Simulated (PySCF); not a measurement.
Ge(H)2(Cl)(NH2), SMILES [NH2][GeH2][Cl], singlet at its PBE0/def2-SVP optimised geometry (Å):

```
7

Ge     0.0249    -0.7939     0.0000
N     -0.5484     0.9284     0.0000
Cl    -0.5836    -1.8982     1.7847
H      1.5568    -0.7939     0.0000
H     -0.6166    -1.5163    -1.1890
H     -1.5568     1.0524    -0.0313
H     -0.1648     1.5163     0.7353
```

Method: PBE0/def2-TZVP in PySCF.

Map of the electron localisation function on the plane z = 1.0 Å:

```
|                           |
|                           |
|                           |
|                           |
|           .::.            |
|          .=*#*-           |
|          -#@@%*:          |
|         .=%@@@#-          |
|      ...:+@@@@#:          |
|     .:---+%@@%+           |
|     .:--=+*##+.           |
|      .:-=+*+=:            |
|       .:-=++-.   .--.     |
|         .:--:...-*#%+.    |
|          .:::::-*%@@%-    |
|         .::::::=*%@@@=    |
|       .:-++=-::-+%@@%=    |
|      :-+*###*=:.-+#%#-    |
|     .-+*#%%%#+:...-=-.    |
|     .=*#%%%%#*-           |
|     .=*#%%%%#*-.          |
|     .-+#%%%%#*=.          |
|      :=*#%%##*=.          |
|      .-=**#**+-.          |
|       .:==++=-.           |
|        ..::::.            |
|                           |
```
Scale: ten equal steps from 0.000 (start of ' ') to 0.992 (end of '@'), in the order ' .:-=+*#%@'; x runs from -4.00 to 4.00, y from -4.00 (bottom) to 4.00 (top).
